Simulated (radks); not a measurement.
Problem. The mean radii <r> (bohr) of the occupied orbitals of an atom or ion are listed with their occupations. All-electron calculation, Dirac Kohn-Sham, LB94 model potential, spin-unpolarised, spherical densities, finite nucleus; Fermi nuclear charge, rms radius of each element as measured or else 0.836 A^(1/3) + 0.57 fm. Program: a radial shooting solver on a logarithmic mesh with Libxc functionals.

| orbital | occ. | <r> |
|---|---|---|
| 1s1/2 | 2 | 0.02658 |
| 2s1/2 | 2 | 0.1113 |
| 2p1/2 | 2 | 0.09334 |
| 2p3/2 | 3 | 0.09879 |

Name the element and its charge. Open shells, if any, fill j = l - 1/2 first.

Solution. Z = 54, xenon, charge +45: Xe45+ in [He] 2s2 2p5. The 1s radius gives Z: for a bare nucleus <r> = (2 gamma + 1)/(2Z) with gamma = sqrt(1 - (Z/c)^2), 0.02628 bohr for Z = 54, and screening makes it slightly larger (0.02658 here). The occupations add up to 9, and the charge is Z minus that.
